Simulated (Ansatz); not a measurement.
CH3BF2, SMILES `CB(F)F`. Total charge 0; spin multiplicity 1.

```json
{"atom": "C1", "x (Å)": "0.687", "y (Å)": "-0.133", "z (Å)": "0.007"}
{"atom": "B2", "x (Å)": "-0.841", "y (Å)": "0.154", "z (Å)": "0.022"}
{"atom": "F3", "x (Å)": "-1.505", "y (Å)": "0.436", "z (Å)": "1.131"}
{"atom": "F4", "x (Å)": "-1.558", "y (Å)": "0.137", "z (Å)": "-1.090"}
{"atom": "H5", "x (Å)": "1.119", "y (Å)": "-0.178", "z (Å)": "1.006"}
{"atom": "H6", "x (Å)": "0.896", "y (Å)": "-1.069", "z (Å)": "-0.517"}
{"atom": "H7", "x (Å)": "1.201", "y (Å)": "0.652", "z (Å)": "-0.558"}
```

Question: Give the diagnostics of a CCSD(T)/def2-TZVPP run (frozen core, the Gaussian-basis code of Ansatz). (An estimate is asked.)

Answer: Ansatz gave: T1 = 0.0120, largest single amplitude 0.034, largest double 0.019, (T) share of the correlation energy 3.0 %, 9 CCSD cycles. The RHF solution is stable towards an unrestricted one. T1 lies under the customary mark of 0.02 for closed shells.
